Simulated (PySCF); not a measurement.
# How methods differ on the ionisation energy of La

La [Xe] 5d1 6s2 [5d3/2^1, M_J = 3/2] → La⁺ [Xe] 5d2 [5d3/2^2, M_J = 2], as a difference of total energies. Computed with PySCF 2.14 in x2c-QZVPPall-2c (16s16p12d6f2g, 184 functions), with the two-component X2C-1e Hamiltonian. Correlated levels: [Ar] 3d10 frozen; the 40 highest virtual spinors dropped. "Screened" scales the spin-orbit matrix elements by Boettger's factors to mimic the two-electron term; Breit and QED terms are absent.

```csv
method,ionisation energy (eV)
GHF (screened spin-orbit),4.700
GMP2 (screened spin-orbit),5.568
```

Task: How much does correlation contribute at GMP2 (screened spin-orbit)?

Result: 5.568 − (4.700) = 0.868 eV, measured against GHF (screened spin-orbit).

The labels give the starting determinants; with spin-orbit coupling the two ends relaxed to ⟨J²⟩ = 3.78, ⟨L²⟩ = 7.91, ⟨S²⟩ = 1.78 and ⟨J²⟩ = 6.43, ⟨L²⟩ = 10.92, ⟨S²⟩ = 1.76.

The determinant of La⁺ mixes levels of different J (the jj label is only the starting occupation), so the difference between spin-free and spin-orbit rows is not the physical spin-orbit shift.

For comparison: 5.577 eV (measured; NIST Atomic Spectra Database, ionization energies).
